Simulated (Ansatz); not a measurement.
Si₁₈H₂₄, a nanocrystal cut from hexagonal silicon, relaxed as a singlet with RKS PBE-D4/def2-SVP in Ansatz, starting from the GFN2-xTB geometry. Force threshold 0.03 eV/Å.

Single mean-field runs in def2-SVP are fitted with def2-universal-jkfit.

Start:

```xyz
42

Si    1.949    3.560    2.261
Si    3.680    2.034    1.974
Si   -0.013    2.701    1.317
Si    0.229    2.242   -0.978
Si    2.881    0.148    0.843
Si    1.990    0.689   -1.265
Si   -1.699    1.411   -2.039
Si   -1.361    1.028   -4.323
Si    1.196   -1.141   -2.512
Si    0.368   -0.501   -4.605
Si   -0.641    0.649    2.281
Si    1.118   -0.903    1.993
Si   -2.627   -0.283    1.431
Si   -2.224   -0.564   -0.871
Si    0.265   -2.837    0.960
Si   -0.463   -2.116   -1.158
Si   -3.186   -2.295    2.486
Si   -1.455   -3.823    2.205
H     2.299    4.861    1.674
H     1.765    3.877    3.684
H     4.804    2.650    1.255
H     4.275    1.672    3.268
H    -1.133    3.647    1.481
H     0.632    3.487   -1.657
H     3.955   -0.844    0.647
H     3.039    1.362   -2.052
H    -2.795    2.374   -1.821
H    -1.072    2.279   -5.037
H    -2.590    0.551   -4.973
H     2.298   -2.110   -2.658
H     1.428    0.066   -5.452
H    -0.089   -1.664   -5.378
H    -0.809    0.852    3.732
H     1.597   -1.270    3.339
H    -3.704    0.714    1.589
H    -3.427   -1.159   -1.482
H     1.381   -3.784    0.766
H    -1.022   -3.278   -1.873
H    -3.476   -2.092    3.913
H    -4.449   -2.838    1.964
H    -0.969   -4.301    3.507
H    -1.944   -5.052    1.563
```

| step | energy (eV) | largest force component (eV/Å) | SCF passes |
| --- | --- | --- | --- |
| 1 | -142077.6311 | 0.708 | 16 |
| 2 | -142078.0120 | 0.622 | 19 |
| 3 | -142078.2351 | 0.034 | 18 |
| 4 | -142078.2368 | 0.009 | 20 |

Force components are those of the run's own axes.

End:

```xyz
42

Si    1.891    3.533    2.232
Si    3.655    1.978    1.940
Si   -0.094    2.690    1.289
Si    0.250    2.273   -1.000
Si    2.873    0.071    0.804
Si    2.014    0.717   -1.289
Si   -1.729    1.439   -1.960
Si   -1.370    1.038   -4.251
Si    1.239   -1.180   -2.445
Si    0.392   -0.520   -4.539
Si   -0.639    0.649    2.324
Si    1.125   -0.907    2.036
Si   -2.628   -0.201    1.399
Si   -2.255   -0.589   -0.891
Si    0.340   -2.821    0.916
Si   -0.491   -2.145   -1.178
Si   -3.167   -2.235    2.451
Si   -1.402   -3.791    2.166
H     2.256    4.839    1.571
H     1.687    3.793    3.704
H     4.768    2.621    1.152
H     4.205    1.581    3.288
H    -1.236    3.664    1.459
H     0.642    3.558   -1.692
H     3.979   -0.939    0.606
H     3.102    1.387   -2.094
H    -2.850    2.428   -1.747
H    -1.019    2.330   -4.948
H    -2.630    0.496   -4.880
H     2.367   -2.173   -2.601
H     1.490    0.108   -5.361
H    -0.120   -1.727   -5.287
H    -0.830    0.872    3.807
H     1.632   -1.298    3.405
H    -3.736    0.812    1.566
H    -3.503   -1.175   -1.511
H     1.478   -3.794    0.719
H    -1.042   -3.346   -1.912
H    -3.401   -2.004    3.924
H    -4.435   -2.798    1.858
H    -0.885   -4.219    3.517
H    -1.921   -5.016    1.454
```

By distances, no bond broke or formed. The bond that changes most is Si1–Si2, from 2.33 to 2.37 Å (atoms count from 1).

No frequencies were taken in this run, so the end may be a saddle point.

Run time 18 s (2 threads of AMD EPYC 7R13 on a shared host and a share (18 GiB) of an NVIDIA H100 80GB HBM3).
